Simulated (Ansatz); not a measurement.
Born–Oppenheimer molecular dynamics of C$_{2}$H$_{9}$FOSi$_{2}$ (15 atoms, charge 0, multiplicity 1). It goes on from the last frame of an earlier run, with new velocities.

All numbers below come from Ansatz, RKS B3LYP/STO-3G.

```json
{
  "ensemble": "NVE (velocity Verlet)",
  "time step": "1 fs",
  "steps asked": "150",
  "starting velocities drawn for": "300 K",
  "masses": "H 2.014 u",
  "seed": "990201"
}
```

First frame:

```xyz
15
Properties=species:S:1:pos:R:3
Si -0.108 -0.138 0.004
O 0.017 -0.517 1.622
Si -1.201 -0.254 2.777
H -2.225 -1.286 2.775
H -0.728 -0.356 4.109
H -1.547 1.194 2.499
F 1.523 0.145 -0.345
C -1.081 1.387 -0.384
H -2.079 1.391 0.052
H -0.660 2.250 0.078
H -1.086 1.679 -1.451
C -0.726 -1.504 -1.184
H -1.890 -1.506 -1.256
H -0.352 -1.235 -2.167
H -0.307 -2.512 -0.951
```

How far do the bonds stretch over the last three quarters of this one trajectory? (Pairs bonded in most of those frames.)


| bond | mean (Å) | spread (Å) | shortest | longest |
| --- | --- | --- | --- | --- |
| Si1–O2 | 1.675 | 0.031 | 1.62 | 1.73 |
| Si1–F7 | 1.641 | 0.023 | 1.60 | 1.70 |
| Si1–C8 | 1.894 | 0.023 | 1.85 | 1.93 |
| Si1–C12 | 1.890 | 0.026 | 1.84 | 1.94 |
| O2–Si3 | 1.679 | 0.027 | 1.62 | 1.74 |
| Si3–H4 | 1.458 | 0.031 | 1.40 | 1.52 |
| Si3–H5 | 1.455 | 0.044 | 1.38 | 1.52 |
| Si3–H6 | 1.464 | 0.046 | 1.38 | 1.54 |
| C8–H9 | 1.099 | 0.017 | 1.07 | 1.13 |
| C8–H10 | 1.099 | 0.016 | 1.07 | 1.13 |
| C8–H11 | 1.102 | 0.019 | 1.07 | 1.13 |
| C12–H13 | 1.100 | 0.027 | 1.04 | 1.15 |
| C12–H14 | 1.102 | 0.042 | 1.03 | 1.17 |
| C12–H15 | 1.099 | 0.018 | 1.07 | 1.13 |

Mean temperature of the second half: 352 K. The conserved energy stayed within 0.47 meV per atom of its start (net change -0.2 meV per atom), so the integration is sound. A run of 0.15 ps of so small a system gives no equilibrium averages. Limits of this set-up: minimal basis.

Run time: 10 min on 1 thread of Arm Neoverse V1, on a shared host, peak memory 0.13 GiB.
